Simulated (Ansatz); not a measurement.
`C[O][Ge][NH2]` → `[NH2][GeH]` + `C=O` at 500 K and 1 bar (β-hydride elimination).

Computed with Ansatz on PBE0-D4/def2-TZVP structures; ΔE is electronic, products minus reactants. CCSD(T)/CBS is the MP2 limit (def2-TZVPP, def2-QZVPP) plus CCSD(T) − MP2 in def2-TZVPP, frozen cores. This one scheme is used for every species. For Ge outer-core shells are correlated without core-valence functions, which leaves a few kJ/mol of doubt a bond. Scalar relativity is left out up to krypton. Each species was taken in one conformer, which may not be the lowest.

| species | CCSD(T)/CBS energy (Eh) | H − E (kJ/mol) | S (J/(mol·K)) |
| --- | --- | --- | --- |
| `C[O][Ge][NH2]` | -2247.07620 | 216.9 | 384.9 |
| `[NH2][GeH]` | -2132.60664 | 108.6 | 289.7 |
| `C=O` | -114.39408 | 87.9 | 238.5 |

H − E and S are ideal-gas, rigid-rotor, harmonic terms from PBE0-D4/def2-TZVP, for one conformer and one mirror image of each species. 1 Eh = 2625.50 kJ/mol, R = 8.31446 J/(mol·K).

Task: By hand: ΔE, ΔH, ΔS and ΔG.

Result: ΔE = (-2132.60664) + (-114.39408) − (-2247.07620) = 0.07548 Eh = 198.2 kJ/mol. Δ(H − E) = 108.6 + 87.9 − 216.9 = -20.4, so ΔH = 177.8 kJ/mol. ΔS = 289.7 + 238.5 − 384.9 = 143.3 J/(mol·K). ΔG = 177.8 − 500 × (143.3)/1000 = 106.2 kJ/mol.

Task: By hand: the equilibrium constant, and the temperature at which ΔG would vanish if ΔH and ΔS stayed fixed.

Result: log₁₀ K = −ΔG/(RT ln 10) = -11.1. ΔG = 0 at ΔH/ΔS = 1241 K.

The number of gas molecules changes by +1, which sets the sign of ΔS. A doubt of 5 kJ/mol in ΔE shifts log₁₀ K by 0.5 here. Other conformers and mirror images would add mixing entropy, several J/(mol·K) or more a flexible species. These are equilibria of isolated gas molecules and say nothing of rates. Largest T1 diagnostic: 0.015 (customary marks: 0.02 for closed shells, 0.045 for open ones).
